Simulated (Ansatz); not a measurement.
Born–Oppenheimer molecular dynamics of C₃H₁₀AlF (15 atoms, charge 0, multiplicity 1). It starts at the highest image of a converged band. Of that band: Neighbouring images differ by up to 1.4 eV, so the band resolves the path poorly. A vibrational analysis at the climbing image gives one clearly imaginary mode, 716i cm⁻¹: a first-order saddle point.

Method: UKS BHLYP-D4/def2-SVP in Ansatz 0.2.0.

```json
{
  "ensemble": "NVE (velocity Verlet)",
  "time step": "0.5 fs",
  "steps asked": "200",
  "starting velocities drawn for": "100 K",
  "seed": "3679"
}
```

First frame:

```xyz
15
Properties=species:S:1:pos:R:3
Al 0.258 0.043 -0.125
F 1.196 -1.499 0.594
C 0.004 -0.226 -2.037
C 1.007 1.659 0.665
H 0.209 -1.493 0.955
C -1.219 -0.850 1.050
H 0.909 0.005 -2.609
H -0.787 0.428 -2.425
H -0.283 -1.255 -2.276
H 1.225 1.536 1.731
H 1.936 1.966 0.172
H 0.310 2.501 0.573
H -2.036 -0.962 0.329
H -1.484 -0.068 1.770
H -1.245 -1.785 1.632
```

Problem. How far do the bonds stretch over the last three quarters of this one trajectory? (Pairs bonded in most of those frames.)

Solution. 
```json
{"bond": "Al1–C3", "mean (Å)": "1.963", "spread (Å)": "0.017", "shortest": "1.93", "longest": "1.98"}
{"bond": "Al1–C4", "mean (Å)": "1.957", "spread (Å)": "0.016", "shortest": "1.93", "longest": "1.99"}
{"bond": "Al1–C6", "mean (Å)": "1.987", "spread (Å)": "0.019", "shortest": "1.96", "longest": "2.04"}
{"bond": "F2–H5", "mean (Å)": "0.927", "spread (Å)": "0.014", "shortest": "0.91", "longest": "0.96"}
{"bond": "C3–H7", "mean (Å)": "1.096", "spread (Å)": "0.007", "shortest": "1.09", "longest": "1.11"}
{"bond": "C3–H8", "mean (Å)": "1.098", "spread (Å)": "0.002", "shortest": "1.09", "longest": "1.10"}
{"bond": "C3–H9", "mean (Å)": "1.096", "spread (Å)": "0.003", "shortest": "1.09", "longest": "1.10"}
{"bond": "C4–H10", "mean (Å)": "1.096", "spread (Å)": "0.004", "shortest": "1.09", "longest": "1.10"}
{"bond": "C4–H11", "mean (Å)": "1.095", "spread (Å)": "0.004", "shortest": "1.09", "longest": "1.10"}
{"bond": "C4–H12", "mean (Å)": "1.100", "spread (Å)": "0.006", "shortest": "1.09", "longest": "1.11"}
{"bond": "C6–H13", "mean (Å)": "1.097", "spread (Å)": "0.008", "shortest": "1.08", "longest": "1.11"}
{"bond": "C6–H14", "mean (Å)": "1.097", "spread (Å)": "0.017", "shortest": "1.07", "longest": "1.12"}
{"bond": "C6–H15", "mean (Å)": "1.103", "spread (Å)": "0.010", "shortest": "1.08", "longest": "1.12"}
```

Mean temperature of the second half: 89 K. The conserved energy stayed within 0.043 meV per atom of its start (net change 0.024 meV per atom), so the integration is sound. A run of 0.1 ps of so small a system gives no equilibrium averages. The orbitals stay closed-shell, which can raise the energy where a bond breaks towards radicals; this wasn't checked here.

Time of the run: 16 min on 4 threads of Arm Neoverse N1 (shared host), peak memory 0.41 GiB.
